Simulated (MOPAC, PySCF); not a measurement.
[3]prismane cage Si6H6 `[SiH]12[SiH]3[SiH]1[SiH]1[SiH]2[SiH]31`, neutral singlet in the gas phase. The geometry has D3h symmetry (within 0.05 Å) and had no frequency check at the DFT level, so a distortion to lower symmetry isn't ruled out.

Cartesian coordinates (Å):
```xyz
12

Si     1.3701    -0.0025     1.1879
Si    -0.6814     1.1878     1.1877
Si    -0.6866    -1.1840     1.1903
Si    -0.6878    -1.1849    -1.1870
Si     1.3687    -0.0033    -1.1894
Si    -0.6829     1.1869    -1.1896
H      2.5012    -0.0045     2.1655
H     -1.2443     2.1690     2.1653
H     -1.2531    -2.1612     2.1698
H     -1.2560    -2.1636    -2.1639
H      2.4988    -0.0061    -2.1681
H     -1.2465     2.1664    -2.1684
```
Charge 0, spin multiplicity 1.

All levels are single points at this geometry (B3LYP-D3(BJ)/def2-SVP); Pople sets use spherical d functions. Orbital energies aren't observables, and empty levels follow the basis.

```
level                               HOMO (eV)  LUMO (eV)  gap (eV)  dipole (D)  vertical IE, Delta-SCF (eV)
----------------------------------  ---------  ---------  --------  ----------  ---------------------------
CAM-B3LYP-D3(BJ)/def2-SVP in PySCF      -7.18      -0.38      6.80        0.00                         7.77
PBE-D3(BJ)/def2-SVP in PySCF            -5.26      -2.33      2.93        0.00                            –
B3LYP/6-311+G** in PySCF                -5.96      -1.49      4.47        0.00                            –
B3LYP/6-31G* in PySCF                   -5.89      -1.34      4.55        0.00                         7.64
B3LYP/LANL2DZ in PySCF                  -6.21      -1.37      4.84        0.00                            –
HF/3-21G in PySCF                       -8.29       1.49      9.79        0.00                            –
HF/STO-3G in PySCF                      -4.40       8.57     12.97        0.00                            –
AM1 in MOPAC                            -9.29      -1.98      7.31        0.00                            –
PM7 in MOPAC                            -9.14      -2.14      6.99        0.00                            –
```
